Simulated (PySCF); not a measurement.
Isomers of C2H4B2. Isolated molecules, 0 K electronic values unless said otherwise. One relaxed conformer stands for each flexible species; it need not be the lowest. Strings in code marks are SMILES.

The vertical ionisation energy (Delta-SCF) from two functionals at the same geometries (CAM-B3LYP-D3(BJ)/def2-TZVP), both in PySCF: PBE-D3(BJ)/def2-TZVP and CAM-B3LYP-D3(BJ)/def2-TZVP. Delta-SCF ions had no search for a lower state. 

```tsv
species	PBE-D3(BJ)/def2-TZVP (eV)
`B1=BCC1`	7.38
`C(=BC)=B`	9.40
`BBC#C`	9.64
`C(#CB)B`	10.54
```

### Question
What does CAM-B3LYP-D3(BJ)/def2-TZVP give for each?

### Answer

- `B1=BCC1`: 7.33
- `C(=BC)=B`: 9.23
- `BBC#C`: 10.05
- `C(#CB)B`: 10.81
Over these rows, drawn at random from the members with no instability flagged (it was tested for open shells, ions and some series alone), PBE minus CAM-B3LYP-D3(BJ): mean -0.11 eV, from -0.41 eV to +0.17 eV.
